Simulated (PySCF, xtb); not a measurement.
B₃H₅N₃, charge -1, multiplicity 1. Atoms are numbered in the order given.

```xyz
11

B      0.0000     1.1918    -0.8052
N      0.0000     0.0000    -1.5257
B      0.0000    -1.1918    -0.8052
N      0.0000    -1.2115     0.6694
B      0.0000     0.0000     1.4108
N      0.0000     1.2115     0.6694
H      0.0000     2.3196    -1.3187
H      0.0000    -2.3196    -1.3187
H      0.0000    -2.0971     1.1546
H      0.0000     0.0000     2.6338
H      0.0000     2.0971     1.1546
```
Charge -1, spin multiplicity 1.

Geometry optimised at PBE0-D3(BJ)/def2-SVPD. The spin state was assumed, not searched. The isomer is the one that the SMILES or the coordinates give; other isomers of the formula were not compared.

Computed with C-PCM-B3LYP/def2-SVPD run with PySCF 2.14.0.

The values are the electrostatic part of the solvation free energy, E(continuum) − E(gas) at the gas-phase geometry, in a cavity of scaled van der Waals radii (PySCF's table); cavitation and dispersion terms are not included. In vacuum the orbital gap is 4.45 eV.

Computed values in water (ε = 78.36), tetrahydrofuran (ε = 7.43), chlorobenzene (ε = 5.70):
```json
[
 {"solvent": "water", "ε": "78.36", "ΔG(elec) (kcal/mol)": "-57.7", "gap (eV)": "5.93"},
 {"solvent": "tetrahydrofuran", "ε": "7.43", "ΔG(elec) (kcal/mol)": "-50.2", "gap (eV)": "5.75"},
 {"solvent": "chlorobenzene", "ε": "5.70", "ΔG(elec) (kcal/mol)": "-47.8", "gap (eV)": "5.68"}
]
```

For comparison, GFN2-xTB/ALPB(water) (xtb, at the GFN2-xTB geometry, all terms of that model) gives -57.4 kcal/mol.
